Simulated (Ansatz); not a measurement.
Mulliken charges of `[SH][SnH]([SH])[SH]` from PBE/def2-TZVPP in Ansatz (PBE0-D4/def2-TZVP geometry).

```tsv
atom	x (Å)	y (Å)	z (Å)	charge (e)
S1	-0.111	1.527	-1.636	-0.353
Sn2	-0.129	0.511	0.538	0.747
S3	2.017	-0.492	0.916	-0.353
S4	-1.800	-1.209	0.559	-0.353
H5	-0.860	0.533	-2.143	0.134
H6	-0.463	1.668	1.740	-0.090
H7	2.313	-0.433	-0.394	0.134
H8	-0.874	-2.162	0.363	0.134
```

Problem. By hand: the dipole of these point charges (1 e Å = 4.8032 D).

Solution. Σ q r = (-0.015, 0.017, 0.011) e Å, of length 0.025 e Å = 0.12 D.

Problem. How does the dipole of the full density compare? (An estimate is asked.)

Solution. The calculation gave: (0.009, -0.055, -0.059) e Å, 0.39 D; the point charges give 0.31 times that, at 147° from its direction, so they point the opposite way.

Point charges leave out the atoms' own dipoles, such as those of lone pairs, and Mulliken's split depends on the basis, so the two needn't agree.
